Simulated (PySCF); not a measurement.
Cl₄H₂Si₂. Atoms are numbered in the order given.

```xyz
8

Si     1.2132     1.3540     0.0000
Cl    -0.1834     2.8758     0.0000
Si     0.0066    -0.6177     0.0000
Cl    -1.1782    -0.7189     1.6647
Cl    -1.1782    -0.7189    -1.6647
Cl     1.2938    -2.2142     0.0000
H      2.0525     1.4443     1.2218
H      2.0525     1.4443    -1.2218
```

Geometry: ωB97X-D3(BJ)/def2-SVP. Other conformers were not sampled.

Method: PBE/def2-TZVP (PySCF).

Isolated molecule, no solvent.

Computed frontier levels, gap, dipole moment and polarisability:
| Property | Result |
|---|---|
| highest occupied level | -7.28 eV |
| lowest empty level | -2.01 eV |
| orbital gap | 5.27 eV |
| dipole moment | 1.21 D |
| quadrupole, principal values (traceless, Buckingham form, about the centre of nuclear charge) | -3.90, 0.34, 3.56 D·Å |
| mean static polarisability | 100.5 bohr³ (14.90 Å³) |
| polarisability, principal values | 92.6, 97.4, 111.6 bohr³ |
